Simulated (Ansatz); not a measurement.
# NH₃ ··· AsH₃

The pair of NH₃ (SMILES N, atoms 1–4) and AsH₃ (SMILES [AsH3], atoms 5–8), both closed shells, in one local arrangement (a lower one may exist), relaxed at PBE0-D4/def2-TZVP:

```xyz
8
angstrom
N 0.0678 0.1069 -1.5736
H 0.7709 -0.5127 -1.9571
H -0.8053 -0.1045 -2.0412
H 0.3276 1.0502 -1.8341
As 0.3330 0.2858 1.6412
H -1.1527 0.3737 1.3409
H 0.3854 -1.1933 1.3026
H 0.0732 -0.0061 3.1214
```

Computed with Ansatz 0.2.0 (basis: def2-TZVPPD, with def2-QZVPPD for the basis limit); correlated methods freeze the cores. Filled d shells of the heavier atoms are correlated. The def2 sets are not built for correlating such inner shells, so the correlated values are less sure here. B3LYP uses VWN-RPA correlation. Extrapolation: Hartree–Fock as exp(−7.88 √X), correlation as X^−2.97. Interaction energies count from these two fragments, frozen as in the pair, with the counterpoise correction; negative means bound.

Question: What is the interaction energy by CCSD(T) at an estimated basis limit (MP2 extrapolated from triple and quadruple zeta, plus CCSD(T) − MP2 in triple zeta)? (To be estimated.)

Answer: The calculation gives: -6.9 kJ/mol. Hartree–Fock alone gives 0.1 kJ/mol at the basis limit, so without correlation the pair would not bind at this distance. It counts from the two fragments frozen as in the pair.

The same quantity by other methods in triple zeta, and each one's difference from that estimate:
| method | E_int (kJ/mol) | difference |
| --- | --- | --- |
| PBE-D4 | -8.8 | -2.0 |
| revPBE-D4 | -7.8 | -1.0 |
| BLYP-D4 | -7.5 | -0.7 |
| r2SCAN-D4 | -7.0 | -0.1 |
| B97M-V | -8.7 | -1.9 |
| PBE0-D4 | -8.3 | -1.5 |
| B3LYP-D4 | -7.9 | -1.0 |
| HSE06-D4 | -8.3 | -1.4 |
| wB97X-V | -7.4 | -0.5 |
| wB97M-V | -7.8 | -0.9 |
| B2PLYP | -3.6 | 3.2 |
| HF | 0.1 | 7.0 |
| MP2 | -6.0 | 0.9 |
| CCSD | -4.6 | 2.3 |
| CCSD(T) | -5.6 | 1.2 |
Differences are method less estimate.

Basis-set superposition shift (counterpoise-corrected less uncorrected): CCSD(T) 2.4; MP2 2.4; HF 0.5; PBE0-D4 0.6; wB97M-V 0.8 kJ/mol.

No T1 diagnostic of these runs exceeds 0.012.

For scale, one of the runs: CCSD(T)/def2-TZVPPD, 193 basis functions, launched by `ansatz run in.yaml --threads 4 --pin off --events-out ev --progress --plain --max-ram 9574MiB`. The run took 50 s on 4 CPU threads of an Arm Neoverse V1 (shared host), with 2.1 GiB of host memory at its peak.
